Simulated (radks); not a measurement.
Results of a calculation; reference values are marked as such.
Excited configurations of La I: one electron is placed in a higher orbital outside [Xe] 5d2. The ground configuration is [Xe] 5d1 6s2. Level of theory: scalar-relativistic Kohn-Sham, PBE, spin-polarised, spherical densities, finite nucleus; open shells are filled with parallel spins first (spin-orbit coupling, left out, can overturn this in heavy ions); Fermi nuclear charge, rms radius 4.855 fm (a radial shooting solver on a logarithmic mesh with Libxc functionals). Excitation = E - E(ground); binding = E(ion) - E, where the ion is the core of charge +1; n* = 1/sqrt(2 binding) in atomic units, and the quantum defect is n - n*.

outer orbital  excitation (eV)  binding (eV)     n*  quantum defect  eigenvalue (eV)  <r> (bohr)
5f                       4.604         0.979  3.728           1.272           -0.472       16.31
6s                      -0.017         5.599  1.559           4.441           -3.492       4.495
6p                       2.261         3.322  2.024           3.976           -1.759       6.046
6d                       4.041         1.542  2.971           3.029           -0.793       11.47
6f                       4.889         0.694  4.428           1.572           -0.404       27.53
7p                       3.985         1.598  2.918           4.082           -0.972       13.32
7d                       4.608         0.975  3.736           3.264           -0.576       21.04
7f                       5.069         0.514  5.145           1.855           -0.325       40.92

Estimate the row for 7s.

Answer. excitation (eV) 3.474; binding (eV) 2.109; n* 2.540; quantum defect 4.460; eigenvalue (eV) -1.312; <r> (bohr) 10.62. The Delta-SCF ionisation energy is 5.583 eV (NIST Atomic Spectra Database: 5.577 eV, measured). Self-interaction in the functional shifts the binding energies and quantum defects, so they are the method's values and not measured ones. Open shells are spherical and high-spin; term and fine-structure splittings are not resolved. Spin-orbit splitting is averaged out at the scalar-relativistic level. A negative excitation energy means that this level of theory puts the configuration below the NIST ground configuration.
